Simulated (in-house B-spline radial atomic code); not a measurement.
Configurations of Co3+, with energies counted from [Ar] 3d6. Level of theory: scalar-relativistic (X2C) Hartree-Fock with fractional occupations, spin-polarised, spherical fractional occupations, Fermi nucleus of rms radius 3.7875 fm; calculated with a radial B-spline atomic code at the basis-set limit. Shells without spins written out take the highest spin.

Caution: exact exchange at fractional occupations of open shells leaves self-interaction of up to several eV.

Occupations are held fixed; configurations that lie above the ionisation limit could autoionise.

```tsv
configuration	E - E(ref) (eV)	highest orbital	its <r> (bohr)
[Ar] 3d5 4s1	0.38386	4s up	2.147
[Ar] 3d5 4d1	21.676	4d up	3.488
[Ar] 3d(0 up, 5 down) 4f(1 up, 0 down)	28.283	4f up	4.908
[Ar] 3d(2 up, 3 down) 4d(0 up, 1 down)	63.32	4d down	3.526
[Ne] 3s2 3p(2 up, 3 down) 3d(2 up, 5 down)	75.6	3d up	1.057
[Ne] 3s2 3p5 3d6 4f1	108.4	4f up	4.846
```

(1) Order these further configurations by energy, lowest first.
A. [Ne] 3s2 3p(3 up, 2 down) 3d(1 up, 5 down) 4f(0 up, 1 down)
B. [Ne] 3s2 3p5 3d6 4s1
C. [Ne] 3s2 3p5 3d6 4d1
D. [Ne] 3s2 3p5 3d6 4p1
E. [Ar] 3d5 4f1

(2) How far above the reference does [Ar] 3d(3 up, 3 down) lie?

(3) How far above the reference does [Ar] 3d5 4p1 lie?

## Answers

(1) E (28.216 eV), B (80.335 eV), D (91.282 eV), C (101.77 eV), A (122.18 eV).

(2) 26.746 eV; its least bound orbital is 3d up with <r> = 0.9619 bohr.

(3) 11.256 eV; its least bound orbital is 4p up with <r> = 2.55 bohr.
